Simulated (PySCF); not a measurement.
**Ni (nickel, neutral) across methods**

[Ar] 3d8 4s2, high-spin 3F determinant. Calculation: PySCF 2.14, in dyall-av2z (16s12p7d2f, 101 functions); the non-relativistic Hamiltonian (point nucleus).

| method | E (hartree) | mean ε 3d β (eV) | mean ε 4s α (eV) | mean ε 4s β (eV) | Σ⟨r²⟩ (bohr²) | ⟨S²⟩ |
| --- | --- | --- | --- | --- | --- | --- |
| PBE | -1508.025 | -8.500 | -5.694 | -5.339 | 36.12 | 2.003 |
| UHF | -1506.85592 | -17.623 | -7.764 | -7.314 | 37.89 | 2.005 |
| r2SCAN | -1508.259 | -8.905 | -5.907 | -5.519 | 35.97 | 2.004 |
| PBE0 | -1508.040 | -10.903 | -6.384 | -6.024 | 36.21 | 2.003 |
| r2SCAN0 | -1508.225 | -11.251 | -6.556 | -6.169 | 36.12 | 2.004 |
| BP86 | -1508.506 | -8.676 | -5.862 | -5.505 | 35.87 | 2.002 |
| PBEsol | -1506.744 | -8.430 | -5.715 | -5.352 | 35.95 | 2.003 |
| LDA | -1505.601 | -8.580 | -5.903 | -5.559 | 35.73 | 2.003 |

Estimate the same row for MN15.

E (hartree) = -1508.694; mean ε 3d β (eV) = -12.115; mean ε 4s α (eV) = -7.127; mean ε 4s β (eV) = -6.848; Σ⟨r²⟩ (bohr²) = 36.77; ⟨S²⟩ = 2.003.
